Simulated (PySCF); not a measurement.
C2H10O2Si2, SMILES OC[SiH]([SiH3])CO. Atoms are numbered in the order given.

```xyz
16

O      1.0368     2.4982    -0.0820
C     -0.1677     1.9014    -0.5629
Si     0.0043    -0.0025    -0.5542
Si     1.0032    -0.4887     1.5132
C     -1.6222    -0.9867    -0.7499
O     -1.3876    -2.3880    -0.6905
H      1.7471     2.2617    -0.6937
H     -0.4673     2.3046    -1.5525
H     -0.9630     2.2001     0.1415
H      0.9453    -0.4021    -1.6517
H      0.3074     0.2706     2.5979
H      2.4584    -0.1545     1.5338
H      0.8713    -1.9501     1.8316
H     -2.0586    -0.7839    -1.7432
H     -2.3817    -0.6513    -0.0114
H     -1.0175    -2.5892     0.1797
```
Charge 0, spin multiplicity 1.

Geometry: r2SCAN-D4/def2-SVP. The structure was generated by enumeration, and PubChem lists no compound with its InChIKey, so it may never have been made. The values are those of a single conformer.

Level of theory: SMD-M06-2X/def2-SVP in PySCF.

Solvation free energies are E(SMD) − E(gas) at the gas-phase geometry, for 1 M in both phases. In vacuum the dipole moment is 0.95 D.

Task: Rank water, toluene, 2-propanol by solvation free energy, most negative first.

Result: 2-propanol (-9.6 kcal/mol), water (-7.6 kcal/mol), toluene (-4.1 kcal/mol)
